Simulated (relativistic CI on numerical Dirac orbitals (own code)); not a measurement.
Slater and spin-orbit integrals, Sb XXXIV

Calculated at this level of theory: Dirac-Coulomb-Breit CI, orbitals from a KLI potential per configuration, model QED (radiative potential, 1s self-energy scaled to tabulated hydrogen-like ionisation energies), unscaled Slater integrals (own radial code, finite nucleus).

Slater integrals F^k, G^k are unscaled and averaged over j, outside the closed core [Ne]; ζ comes from projecting the Hamiltonian with its Breit term on Σ l·s of the shell.

- 3s2 3p5 3d: ζ(3p) = 313370, F^2(3p,3d) = 338520, G^1(3p,3d) = 359810, G^3(3p,3d) = 240910, ζ(3d) = 41366 cm⁻¹; <r>(3p) = 0.2938, <r^2>(3p) = 0.09966, <r>(3d) = 0.2612, <r^2>(3d) = 0.079 (bohr units).
- 3s 3p6 3d: G^2(3s,3d) = 269910, ζ(3d) = 41637 cm⁻¹; <r>(3s) = 0.3019, <r^2>(3s) = 0.1038, <r>(3d) = 0.2615, <r^2>(3d) = 0.07916 (bohr units).
- 3s2 3p5 4s: ζ(3p) = 318030, G^1(3p,4s) = 43632 cm⁻¹; <r>(3p) = 0.2919, <r^2>(3p) = 0.09835, <r>(4s) = 0.5761, <r^2>(4s) = 0.373 (bohr units).

Averages of the first 10 configurations, taken without configuration mixing, which lowers the lowest level and can move excited configurations by several eV; other configurations of the list can lie among them:

| Configuration | Parity | States | Average energy above the lowest level (eV) |
| --- | --- | --- | --- |
| 3s2 3p6 | even | 1 | 0.3 |
| 3s2 3p5 3d | odd | 60 | 184.7 |
| 3s 3p6 3d | even | 20 | 348.5 |
| 3s2 3p5 4s | odd | 12 | 1000.7 |
| 3s2 3p5 4p | even | 36 | 1060.7 |
| 3s2 3p5 4d | odd | 60 | 1136.2 |
| 3s 3p6 4s | even | 4 | 1165.6 |
| 3p6 3d 4p | odd | 60 | 1572.8 |
| 3p6 3d2 | even | 45 | 704.2 |
| 3p5 3d3 | odd | 720 | 886.9 |
